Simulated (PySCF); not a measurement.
HF2InS (SMILES [F][In]([F])[SH]), singlet, geometry from GFN2-xTB (such geometries of metal compounds can be far from the true shape) (core potentials on In). Base run: PBE0/def2-SVP (PySCF).

Input for PySCF:
```python
from pyscf import gto, scf, dft, solvent

mol = gto.Mole()
mol.atom = '''
    In   -0.249544    0.109158   -0.019336
    F    -2.188201   -0.274604   -0.106491
    F     0.265895    2.022063   -0.088870
    S     1.692750   -1.304385    0.160032
    H     2.444414   -0.205709    0.145195
'''
mol.basis = 'def2-svp'
mol.ecp = {'In': 'def2-svp'}
mol.charge = 0
mol.spin = 0
mol.verbose = 4
mol.build()

mf = dft.RKS(mol)
mf.xc = 'pbe0'
mf.kernel()
mf.analyze()
```

The base run was repeated with changes; each row names its change, and settings that it needs were set with it.

```tsv
change	ΔE vs base (kcal/mol)	dipole (D)	HOMO-LUMO gap (eV)
base	0.000	2.20	5.38
model = IEF-PCM; solvent = 2-propanol	-11.10	2.41	5.37
model = IEF-PCM; solvent = tetrahydrofuran	…	2.40	5.37
model = IEF-PCM; solvent = acetonitrile; lebedev_order = 11	-11.45	2.42	5.36
model = IEF-PCM; solvent = acetonitrile; r_probe = 0.5	…	2.40	…
model = IEF-PCM; solvent = acetonitrile	-11.54	2.41	5.37
model = IEF-PCM; solvent = acetonitrile; vdw_scale = 1.0	-27.17	2.23	5.57
model = IEF-PCM; solvent = acetonitrile; lebedev_order = 41	-11.56	2.41	5.37
model = IEF-PCM; solvent = chloroform	…	…	5.37
model = COSMO; solvent = acetonitrile	-11.52	2.40	5.38
model = SS(V)PE; solvent = acetonitrile	-11.48	2.41	5.38
model = ddCOSMO; solvent = acetonitrile	-8.78	2.42	5.35
```

Q: Complete the blanks.

A: 
- model = IEF-PCM; solvent = tetrahydrofuran, ΔE vs base (kcal/mol): -9.68
- model = IEF-PCM; solvent = acetonitrile; r_probe = 0.5, ΔE vs base (kcal/mol): -4.18
- model = IEF-PCM; solvent = acetonitrile; r_probe = 0.5, HOMO-LUMO gap (eV): 5.32
- model = IEF-PCM; solvent = chloroform, ΔE vs base (kcal/mol): -8.45
- model = IEF-PCM; solvent = chloroform, dipole (D): 2.38

The base is the gas phase, so ΔE is the electrostatic part of solvation at a fixed geometry, without cavity and dispersion terms.
